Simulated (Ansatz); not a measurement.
A nudged elastic band was laid between two geometries of C$_{3}$H$_{10}$BFSi (16 atoms, charge 0, multiplicity 1).

Theory: RKS B3LYP/6-31G* in Ansatz.

```
movable images  : 5
climbing image  : yes
spring          : 5.0 eV/Å²
optimiser       : quadratic models (default)
start path      : through a guess of the saddle point
force threshold : 0.03 eV/Å
iteration limit : 60
end points      : relaxed
```

Image 0:

```xyz
16
Properties=species:S:1:pos:R:3
C 0.821 -2.346 -0.375
Si 0.494 -0.950 0.870
B -0.278 0.751 0.059
C -0.589 0.927 -1.474
C -0.578 1.957 1.018
F -0.267 1.735 2.366
H -0.100 -2.651 -0.885
H 1.540 -2.037 -1.143
H 1.231 -3.230 0.125
H 1.772 -0.616 1.569
H -0.445 -1.450 1.920
H 0.336 0.796 -2.056
H -1.033 1.888 -1.761
H -1.253 0.124 -1.827
H -0.028 2.853 0.683
H -1.647 2.227 0.954
```

Image 6:

```xyz
16
Properties=species:S:1:pos:R:3
C 0.859 -2.332 -0.382
Si 0.573 -0.920 0.855
B -0.301 0.741 0.063
C -0.709 0.879 -1.450
C -0.571 1.959 1.016
F -0.154 1.779 2.342
H 1.519 -2.020 -1.199
H 1.323 -3.195 0.108
H -0.084 -2.670 -0.827
H 1.883 -0.538 1.464
H -0.284 -1.422 1.973
H 0.205 0.848 -2.065
H -1.253 1.795 -1.713
H -1.299 0.017 -1.788
H -0.081 2.866 0.623
H -1.651 2.189 1.026
```

Which bonds break or form, and what moves?

No bond is made or broken. The dihedral H7–C1–Si2–B3 goes from -60 to 61°.

Give the energies along the band, and the barrier.

The run converged. The highest image is number 3 of 0 to 6, 1.3 kcal/mol above the ends, which have the same energy within 2 meV. A vibrational analysis at the climbing image gives one clearly imaginary mode, 159i cm⁻¹: a first-order saddle point.

| image | path coordinate (Å) | energy (kcal/mol) | dihedral H7–C1–Si2–B3 (°) |
| --- | --- | --- | --- |
| 0 | 0.00 | 0.0 | -60 |
| 1 | 0.64 | 0.2 | -44 |
| 2 | 1.27 | 0.9 | -22 |
| 3 | 1.91 | 1.3 | 0 |
| 4 | 2.53 | 0.9 | 22 |
| 5 | 3.16 | 0.2 | 44 |
| 6 | 3.79 | 0.0 | 61 |

What is the geometry of the highest image?


```xyz
16
Properties=species:S:1:pos:R:3
C 0.869 -2.341 -0.383
Si 0.588 -0.910 0.850
B -0.306 0.741 0.063
C -0.736 0.868 -1.445
C -0.569 1.964 1.012
F -0.122 1.799 2.330
H 0.511 -2.091 -1.388
H 1.932 -2.588 -0.464
H 0.343 -3.247 -0.063
H 1.898 -0.506 1.445
H -0.250 -1.395 1.989
H 0.176 0.871 -2.065
H -1.309 1.768 -1.700
H -1.300 -0.011 -1.785
H -0.098 2.875 0.604
H -1.651 2.180 1.043
```

What are the harmonic wavenumbers there?

159i, 51, 63, 106, 135, 164, 238, 274, 431, 442, 482, 622, 669, 679, 750, 821, 876, 893, 906, 930, 1034, 1090, 1129, 1249, 1333, 1358, 1370, 1464, 1484, 1498, 1506, 1507, 2205, 2208, 2982, 3012, 3013, 3054, 3067, 3096, 3123, 3131 cm⁻¹.

The run took 6.4 min on 2 threads of AMD EPYC 7R43 64-Core Processor (Zen 3), on a shared host, peak memory 0.3 GiB.
